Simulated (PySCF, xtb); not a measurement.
C₃H₆NO, SMILES O=C([N]C)C, multiplicity 2.

Coordinates come from a TPSSh-D3(BJ)/def2-SVP optimisation. The isomer is the one that the SMILES or the coordinates give; other isomers of the formula were not compared.

Level of theory: C-PCM-B3LYP/def2-SVP (PySCF).

The values are the electrostatic part of the solvation free energy, E(continuum) − E(gas) at the gas-phase geometry, in a cavity of scaled van der Waals radii (PySCF's table); cavitation and dispersion terms are not included. The dipole moment in vacuum is 2.01 D.

Estimate the values in water (ε = 78.36), acetone (ε = 20.49), ethylethanoate (ε = 5.99). (The exact figures need the calculation; the answer reports its results.)


```tsv
solvent	ε	ΔG(elec) (kcal/mol)	dipole (D)
water	78.36	-5.0	2.64
acetone	20.49	-4.8	2.61
ethylethanoate	5.99	-4.2	2.52
```

For comparison, GFN2-xTB/ALPB(water) (xtb, at the GFN2-xTB geometry, all terms of that model) gives -6.9 kcal/mol.
